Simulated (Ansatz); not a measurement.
Reaction (formal exchange of groups at a Ge–C bond): `F[SiH](Cl)C#[C][GeH3]` + `C[CH2][AlH2]` → `C[CH]([AlH2])[GeH3]` + `C#C[SiH](F)Cl`

Gas-phase electronic energies from Ansatz, PBE0-D4/def2-TZVP geometries. CCSD(T)/CBS adds triple-zeta CCSD(T) − MP2 to the extrapolated MP2 energy (def2 sets, frozen cores). DFT in def2-TZVPP. B3LYP here is the variant with VWN-RPA as its local correlation; programs differ in this. For Ge outer-core shells are correlated without core-valence functions, which leaves a few kJ/mol of doubt a bond. Scalar relativity is left out up to krypton.

```csv
level,ΔE (kJ/mol),difference from CCSD(T)/CBS
PBE-D4,24.5,3.1
r2SCAN-D4,26.3,4.9
PBE0-D4,25.5,4.1
B3LYP-D4,27.6,6.2
ωB97X-V,27.0,5.6
ωB97M-V,25.2,3.8
B2PLYP,31.4,10.0
PBE,28.6,7.2
r2SCAN,27.2,5.8
PBE0,29.0,7.6
B3LYP,34.3,12.9
HF/def2-TZVPP,40.5,19.1
MP2/def2-TZVPP,25.5,4.1
SCS-MP2/def2-TZVPP,29.2,7.8
CCSD/def2-TZVPP,27.6,6.2
CCSD(T)/def2-TZVPP,26.0,4.6
HF/def2-QZVPP,40.7,19.3
MP2/def2-QZVPP,22.9,1.5
SCS-MP2/def2-QZVPP,27.0,5.6
HF/CBS(def2),40.8,19.4
MP2/CBS(def2),20.8,-0.6
CCSD/CBS(def2),23.0,1.6
CCSD(T)/CBS,21.4,0
```

Largest T1 diagnostic among the species: 0.012.

The D4 term adds −6.7 kJ/mol with B3LYP and −3.5 kJ/mol with PBE0; it sums over pairs of atoms, weighted by their polarisabilities, and B3LYP, whose exchange is more repulsive, gets the larger term. In def2-TZVPP, CCSD(T) changes the Hartree–Fock value by −14.5 kJ/mol (the triples alone add −1.6 kJ/mol) and MP2 by −15.0 kJ/mol.
